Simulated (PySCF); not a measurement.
# [Nd(NH3)3]3+ at several levels of theory

Computed with PySCF 2.14.0 (density fitting, no spin-orbit coupling) at the geometry relaxed with r2SCAN:

```xyz
13
[Nd(NH3)3]3+ (singlet in the valence; each metal's 4f electrons, 3 of them, lie in its core potential, out of spins and levels)
Nd    0.0000    0.0000    0.7421
N     2.3705   -0.0015    0.0006
H     3.0564   -0.2532    0.7389
H     2.6160   -0.6548   -0.7673
H     2.7358    0.9057   -0.3462
N    -1.1840    2.0537    0.0006
H    -1.3089    2.7735    0.7389
H    -0.7409    2.5929   -0.7673
H    -2.1522    1.9164   -0.3462
N    -1.1865   -2.0522    0.0006
H    -1.7475   -2.5203    0.7389
H    -1.8751   -1.9381   -0.7673
H    -0.5836   -2.8221   -0.3462
```

```json
{"level": "r2SCAN", "basis": "Nd lcecp-1-SVP with ECP49, N def2-SVP, H def2-SVP", "state": "singlet", "HOMO (eV)": "-23.05", "gap (eV)": "6.29", "charge on Nd1 (e)": "1.85", "population of f-type functions on Nd1 (polarisation alone where 4f lies in the core)": "0.03", "dipole about the centre of mass (D)": "2.25", "largest force component (eV/Å)": "0.03"}
{"level": "r2SCAN", "basis": "Nd lcecp-1-TZVP with ECP49, N def2-TZVP, H def2-TZVP", "state": "singlet", "HOMO (eV)": "-22.94", "gap (eV)": "6.30", "charge on Nd1 (e)": "2.14", "population of f-type functions on Nd1 (polarisation alone where 4f lies in the core)": "0.04", "dipole about the centre of mass (D)": "2.26", "largest force component (eV/Å)": "0.36"}
```

In the lcecp rows the 4f levels are missing from HOMO and gap, and the state counts the valence alone.

Charges are Mulliken's, which hang on the basis. The relaxation used the grid (50, 194), these runs (75, 302) or, all-electron (x2c bases, spin-free X2C Hamiltonian), (99, 590).

Question: Order these levels, in the first row's basis, by the HOMO–LUMO gap they give here, smallest first.
A. wB97X
B. revPBE
C. BP86
D. B3LYP

Answer: B (5.51 eV), C (5.65 eV), D (7.24 eV), A (12.69 eV).

Question: And their other results?

Answer: 
```
 level    state  HOMO (eV)  gap (eV)  charge on Nd1 (e)  population of f-type functions on Nd1 (polarisation alone where 4f lies in the core)  dipole about the centre of mass (D)  largest force component (eV/Å)
revPBE  singlet     -22.70      5.51               1.75                                                                                  0.03                                 2.37                            0.29
 wB97X  singlet     -26.71     12.69               1.90                                                                                  0.04                                 2.00                            0.17
 B3LYP  singlet     -23.95      7.24               1.81                                                                                  0.03                                 2.22                            0.08
  BP86  singlet     -22.83      5.65               1.74                                                                                  0.03                                 2.40                            0.34
```

In the first row's basis the gap widens with exact exchange: 5.5 to 6.3 eV for revPBE, BP86, r2SCAN (none); 7.2 eV for B3LYP (a fixed share); 12.7 eV for wB97X (rising or full at long range).

No frequency check is given that shows the relaxed geometry to be a minimum. An lcecp potential fixes the number of 4f electrons, so in runs with it no electron can move into or out of that shell.
